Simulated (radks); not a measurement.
Values are calculated unless marked as measured or tabulated.
The lead ion Pb+ inside a hard spherical wall (all orbitals vanish at R), configuration held at [Hg] 6p1 and not refilled when levels cross. Level of theory: scalar-relativistic Kohn-Sham, r2SCAN, spin-polarised, spherical densities, finite nucleus; open shells are filled with parallel spins first (spin-orbit coupling, left out, can overturn this in heavy ions); meta-GGA in the generalised Kohn-Sham scheme; Fermi nuclear charge, rms radius 5.5012 fm (a radial shooting solver on a logarithmic mesh with Libxc functionals). Eigenvalues in eV for spin up, with the zero of energy where the potential of the charges vanishes at infinity; a dash marks a level that is unbound or too diffuse for the functional's potential to be trusted. A positive occupied level is held by the wall or, in an anion where self-interaction has pushed it up, behind a barrier. The pressure on the wall is -dE/dV.

| R (bohr) | E (hartree) | kinetic (hartree) | e(5p) | e(5d) | e(6s) | e(6p) | e(7s, empty) | e(6d, empty) | pressure (GPa) |
|---|---|---|---|---|---|---|---|---|---|
| free | -20878.2706 | 23582.720 | -95.787 | -29.559 | -20.002 | -10.300 | - | - | 0 |
| 20 | -20878.2706 | 23582.720 | -95.787 | -29.559 | -20.002 | -10.300 | - | - | < 0.0001 |
| 15 | -20878.2706 | 23582.720 | -95.787 | -29.559 | -20.002 | -10.300 | -3.810 | -2.375 | < 0.0001 |
| 6 | -20878.2571 | 23582.826 | -95.378 | -29.169 | -19.716 | -9.762 | 2.080 | 1.271 | 1.27 |
| 2.5 | -20873.7129 | 23603.608 | -73.700 | -7.859 | 15.791 | 41.712 | 155.16 | 85.318 | 3700 |
| 2 | -20863.5982 | 23643.966 | -49.503 | 20.153 | 75.018 | 116.04 | 320.04 | 178.81 | 21600 |
| 1.5 | -20819.6761 | 23798.648 | 22.007 | 108.50 | 275.88 | 346.41 | 769.83 | 438.05 | 185000 |
